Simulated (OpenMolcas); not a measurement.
## Ni6+, Pd6+, Pt6+: d4 down the group

```yaml
Program: OpenMolcas 26.06
Method: SS-RASPT2, IPEA 0.25 Eh, imaginary shift 0.1 Eh
Basis: ANO-RCC-VQZP
Scalar_Hamiltonian: DKH2, point nucleus
Spin-orbit_coupling: state interaction with AMFI integrals over the reference wave functions, term energies averaged over their components
```

Active space for each ion: 10 electrons in 8 orbitals (RAS1 p, at most 2 holes; RAS2 d); closed shells correlated by CASPT2: Ni6+ 3s; Pd6+ 4s; Pt6+ 5s.

Computed levels in cm-1 above 5D0:

```csv
Level,Ni6+,Pd6+,Pt6+
5D1,289,911,7610
5D2,835,2310,13480
5D3,1596,3950,17560
5D4,2530,5720,19460
3H4,32070,22000,28970
3P1(1),32560,24750,36450
3H5,32730,24120,35910
3H6,33410,25630,38810
3F2(1),35030,26190,34330
weight of 5D in the lowest level (%),99,94,56
```

Mixed levels, with the weight of the term that names them: Pd6+ 3H4 (74 %), Pt6+ 5D0 (56 %), Pt6+ 5D4 (52 %), Pt6+ 3H4 (52 %), Pt6+ 3P1(1) (70 %), Pt6+ 3H5 (75 %), Pt6+ 3H6 (68 %), Pt6+ 3F2(1) (59 %).

Measured, with the error of the calculation in %. Measured levels: Ni6+ from Corliss and Sugar, J. Phys. Chem. Ref. Data 10, 197 (1981).

| Level | Ni6+ |
| --- | --- |
| 5D1 | 279 (+3.4) |
| 5D2 | 804 (+3.8) |
| 5D3 | 1520 (+5.0) |
| 5D4 | 2392 (+5.9) |
| 3H4 | 31672 (+1.3) |
| 3P1(1) | 31836 (+2.3) |
| 3H5 | 32286 (+1.4) |
| 3H6 | 32877 (+1.6) |
| 3F2(1) | 34247 (+2.3) |

The fine-structure level 5D4 changes by a factor of 7.69 from Ni6+ to Pt6+.

Without spin-orbit coupling 3H lies 31360, 20890, 18750 cm-1 above 5D in that order; the difference to the level 3H4, of either sign, comes from spin-orbit coupling, which also lowers the zero.

Term energies are means over components that CASPT2 splits; among the terms shown or strongly mixed into the levels shown the widest spread is 160 cm-1 (5d4 1I, Pt6+). Active for correlation alone: 3p; no level in the range computed is led by a configuration that opens it, so any true level of that kind is missing (holds for Ni6+). Active for correlation alone: 4p; no level in the range computed is led by a configuration that opens it, so any true level of that kind is missing (holds for Pd6+). Active for correlation alone: 5p; no level in the range computed is led by a configuration that opens it, so any true level of that kind is missing (holds for Pt6+). Measured partners are found by configuration, term and J. A level has none where our copy of the source lacks it or the pairing is in doubt (some pairs that miss far off the trend of their configuration count as doubtful), and it then counts in no deviation. Only configurations of the active space appear.

A number in round brackets counts repeated terms of one configuration in the order of the reference energies.
